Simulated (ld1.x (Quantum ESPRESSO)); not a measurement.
# Transferability test, TM potential for ruthenium

ld1.x (Quantum ESPRESSO) 7.5 input, shortened:

```
&input
   title='Ru', zed=44., rel=2, dft='REVPBE', iswitch=3,
   config='[Kr] 4d5 5s0 5p0', rel_dist='average'
 /
 &inputp
   pseudotype=2, tm=.true., lloc=1,
   nlcc=.false.
 /
3
5S  1  0   0.00   0.00  1.95  1.95  0.0
4D  3  2   5.00   0.00  1.70  1.70  0.0
5P  2  1   0.00   0.00  2.05  2.05  0.0
 &test
   configts(1)='4d5 5s0 5p0'
 /
```

Open shells are filled in proportion to 2j + 1 (rel_dist='average').

Energies are relative to the spin-unpolarised reference configuration 4d5 5s0 5p0; without spin polarisation the order of configurations can differ from experiment. The p channel is local and has no spin–orbit splitting in the pseudo-atom.

```csv
valence configuration,charge,ΔE all-electron (eV),error AE − PS (meV)
4d7 5s0 5p0,+1,-48.643,-504
4d6 5s0 5p0,+2,-30.543,-160
4d6 5s2 5p0,0,-54.070,+201
4d6 5s1 5p1,0,-50.140,+182
4d8 5s0 5p0,0,-56.182,-768
```

What are ΔE and the potential's error for 4d7.5 5s0.5 5p0?

ΔE = -56.148 eV all-electron; the error (AE − PS) is -514 meV.

What are ΔE and the potential's error for 4d7 5s1 5p0?

ΔE = -55.810 eV all-electron; the error (AE − PS) is -258 meV.

Note: ghost state, extra bound levels that the all-electron valence spectrum of the same l lacks: s at -389.6 eV. A true bound ghost makes a file unfit for plane-wave use.
